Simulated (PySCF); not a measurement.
Ir(OH)3 (H₃IrO₃), SMILES [OH][Ir]([OH])[OH] (connectivity only; charge and spin as stated), neutral, multiplicity 3.

Geometry: r2SCAN-D4/def2-SVP. The spin state was assumed, not searched. The def2 effective core potentials stand for the cores of Ir; spin–orbit coupling is left out. The values are those of a single conformer.

Calculation: r2SCAN/def2-TZVPD in PySCF.

Gas-phase values at a fixed geometry.

| Item | Result |
|---|---|
| total energy | -331.86476 hartree |
| α spin, highest occupied and lowest empty level | -5.95 and -3.46 eV |
| β spin, highest occupied and lowest empty level | -5.93 and -4.25 eV |
| dipole moment | 1.07 D |
| quadrupole, principal values (traceless, Buckingham form, about the centre of nuclear charge) | -7.44, -2.58, 10.02 D·Å |
| mean static polarisability | 58.4 bohr³ (8.66 Å³) |
| polarisability, principal values | 45.9, 54.5, 74.9 bohr³ |
| ⟨S²⟩ | 2.016 (pure state 2.00) |
